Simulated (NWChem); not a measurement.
System meant: C₂H₂F₃O₂ cation; SMILES OC(=[OH+])C(F)(F)F

Input file for NWChem:

```
start job
memory heap 200 mb stack 700 mb global 900 mb
charge 1
geometry units angstroms noautoz
  O     -1.128908    -1.428659    -0.000955
  C      0.012240    -0.888733    -0.000921
  O      1.138805    -1.456212     0.000013
  C      0.008585     0.671518    -0.000362
  F      1.239529     1.102454    -0.013920
  F     -0.615601     1.054676     1.088068
  F     -0.640433     1.057175    -1.072938
  H     -1.195827    -2.404862    -0.000019
  H      1.176401    -2.434555     0.000904
end
basis spherical
  * library def2-svp
end
dft
  odft
  mult 2
  xc xpbe96 cpbe96
  iterations 150
  mulliken
end
task dft energy
```

End of the output:

```
 Summary of "ao basis" -> "" (spherical)
 ------------------------------------------------------------------------------
       Tag                 Description            Shells   Functions and Types
 ---------------- ------------------------------  ------  ---------------------
 *                          def2-svp                  on all atoms

  pbe96 is a nonlocal functional; adding pw91lda local functional.

                                 NWChem DFT Module
                                 -----------------

 Summary of "ao basis" -> "ao basis" (spherical)
 ------------------------------------------------------------------------------
       Tag                 Description            Shells   Functions and Types
 ---------------- ------------------------------  ------  ---------------------
 O                          def2-svp                 6       14   3s2p1d
 C                          def2-svp                 6       14   3s2p1d
 F                          def2-svp                 6       14   3s2p1d
 H                          def2-svp                 3        5   2s1p

 Summary of "ao basis" -> "ao basis" (spherical)
 ------------------------------------------------------------------------------
       Tag                 Description            Shells   Functions and Types
 ---------------- ------------------------------  ------  ---------------------
 O                          def2-svp                 6       14   3s2p1d
 C                          def2-svp                 6       14   3s2p1d
 F                          def2-svp                 6       14   3s2p1d
 H                          def2-svp                 3        5   2s1p

  number of electrons :                   56
  multiplicity        :                    2
 ------------------------------------------------------------------------
  no. of electrons and multiplicity not compatible                  56
 ------------------------------------------------------------------------
 ------------------------------------------------------------------------
  current input line :
    25: task dft energy
 ------------------------------------------------------------------------
 ------------------------------------------------------------------------
 There is an error in the input file
 ------------------------------------------------------------------------
 For more information see the NWChem manual at https://nwchemgit.github.io

0: no. of electrons and multiplicity not compatible:Received an Error in Communication
```

**Question.** Can this run be used? If not, why, and what is the fix?

**Answer.** The input was rejected before any calculation. Cause: the multiplicity doesn't fit the number of electrons (an even count wants an odd multiplicity, and the reverse). This input runs:
```
start job
memory heap 200 mb stack 700 mb global 900 mb
charge 1
geometry units angstroms noautoz
  O     -1.128908    -1.428659    -0.000955
  C      0.012240    -0.888733    -0.000921
  O      1.138805    -1.456212     0.000013
  C      0.008585     0.671518    -0.000362
  F      1.239529     1.102454    -0.013920
  F     -0.615601     1.054676     1.088068
  F     -0.640433     1.057175    -1.072938
  H     -1.195827    -2.404862    -0.000019
  H      1.176401    -2.434555     0.000904
end
basis spherical
  * library def2-svp
end
dft
  xc xpbe96 cpbe96
  iterations 150
  mulliken
end
task dft energy
```
It converges to -526.16538 Ha (PBE/def2-SVP).
